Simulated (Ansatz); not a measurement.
Basis-set series for `B[Si](C)(O)F`. Total charge 0; spin multiplicity 1. Geometry: relaxed with PBE0-D4/def2-TZVP. It is one conformer, not always the lowest.

```xyz
11

B     1.3584   -0.0786   -1.3914
Si    0.1438   -0.4613    0.1672
C    -1.3428    0.6549    0.2383
O     1.0884   -0.3416    1.5062
F    -0.4432   -1.9593    0.1077
H     1.4792   -0.8243   -2.3174
H     1.9697    0.9488   -1.4318
H    -1.0416    1.7009    0.3319
H    -1.9565    0.5533   -0.6607
H    -1.9716    0.4012    1.0970
H     0.7163   -0.5942    2.3530
```

| functional | basis | functions | energy (Eh) | HOMO (eV) | LUMO (eV) |
| --- | --- | --- | --- | --- | --- |
| PBE0-D4 | def2-SVP | 104 | -530.54393 | -7.94 | -2.38 |
| PBE0-D4 | def2-QZVPP | 478 | -530.97513 | -8.06 | -2.50 |
| ωB97M-V | def2-SVP | 104 | -530.80756 | -10.10 | -0.30 |
| ωB97M-V | def2-QZVPP | 478 | -531.24770 | -10.25 | -0.56 |

Question: Give the rows for def2-TZVPP. (Estimate.)

Answer: Ansatz gave: 
| functional | basis | functions | energy (Eh) | HOMO (eV) | LUMO (eV) |
| --- | --- | --- | --- | --- | --- |
| PBE0-D4 | def2-TZVPP | 250 | -530.95076 | -8.04 | -2.48 |
| ωB97M-V | def2-TZVPP | 250 | -531.22474 | -10.23 | -0.50 |
